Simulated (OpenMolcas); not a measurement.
## Au2+: moving or changing the point charges

Au2+ among 2 point charges of -1 e arranged as a linear pair (D∞h), 2.06 Å from the ion.
```
   0.0000    0.0000    2.0600  -1.00
   0.0000    0.0000   -2.0600  -1.00
```

```yaml
Program: OpenMolcas 26.06
Method: "SS-CASPT2, IPEA 0.25 Eh, imaginary shift 0.1 Eh (closed shells correlated: 5s 5p)"
Basis: ANO-RCC-VDZP [7s6p4d2f]
Scalar_Hamiltonian: DKH2, point nucleus
Active_space: 9 electrons in 5 orbitals (5d)
State_averaging: 2S+1 = 2 even, 5 roots
Spin-orbit_coupling: state interaction with AMFI integrals over the reference wave functions
```

Runs around this geometry, states (labels by Λ). Energies in cm-1 above the lowest state or level, χT in cm3 K/mol.

```json
{"R (Å)": "2.06", "q (e)": "-0.5", "Ground state": "2Σ", "First state of that spin": "2Π 2150", "First gap with spin-orbit (degeneracies)": "1890 (2, 2)", "χT at 300 K": "1.038"}
{"R (Å)": "1.96", "q (e)": "-1", "Ground state": "2Σ", "First state of that spin": "2Π 3110", "First gap with spin-orbit (degeneracies)": "2850 (2, 2)", "χT at 300 K": "0.968"}
{"R (Å)": "2.06", "q (e)": "-1", "Ground state": "2Σ", "First state of that spin": "2Π 2840", "First gap with spin-orbit (degeneracies)": "2630 (2, 2)", "χT at 300 K": "0.982"}
{"R (Å)": "2.19", "q (e)": "-1", "Ground state": "2Σ", "First state of that spin": "2Π 2500", "First gap with spin-orbit (degeneracies)": "2340 (2, 2)", "χT at 300 K": "1.000"}
```

Taking the first state of the same spin as R^-n, n = -ln(2500 / 3110) / ln(2.19 / 1.96) = 2.0 between the shortest and longest distance.

Scaling the charges by -0.5 / -1 = 0.50 scales the first state of the same spin by 2150 / 2840 = 0.76; with fixed orbitals a first-order splitting would follow the charge.

Free-ion shares, where given, are those of the reference states; single-state CASPT2 does not remix them. Spin-orbit coupling mixes the spin-free states strongly: the lowest level takes only 67 % from its leading state, 2Σ (figures for R = 2.06, q = -0.5; the like holds for R = 2.06, q = -1, R = 2.19, q = -1). The ground term spreads over less than 5000 cm-1, several times less than with real ligands, so orbital moments are less quenched and χT lies further from the spin-only value than at real sites (holds for R = 2.06, q = -0.5). Point charges carry no covalency, so the field is a model and not that of real ligands. No measured value stands beside these numbers.
